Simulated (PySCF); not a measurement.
Vertical excitations of a molecule C4H4O3 from TDDFT-PBE/def2-SVPD in PySCF, as energy in eV (oscillator strength): 4.60 (0.000), 4.65 (0.155), 6.07 (0.019), 6.08 (0.065), 6.70 (0.000), 6.74 (0.005), 6.85 (0.003), 7.12 (0.000), 7.40 (0.002), 7.41 (0.003). Lowest triplet (TDA): 3.13 eV. Coordinates come from a TPSSh-D3(BJ)/def2-SVP optimisation. The values are those of a single conformer.

Task: Which structure fits?
A) C=CC1OC(=O)O1
B) C=C1OC(C=O)O1
C) CC=C1OC(=O)O1
D) C=C1OCOC1=O

Result: D, C=C1OCOC1=O
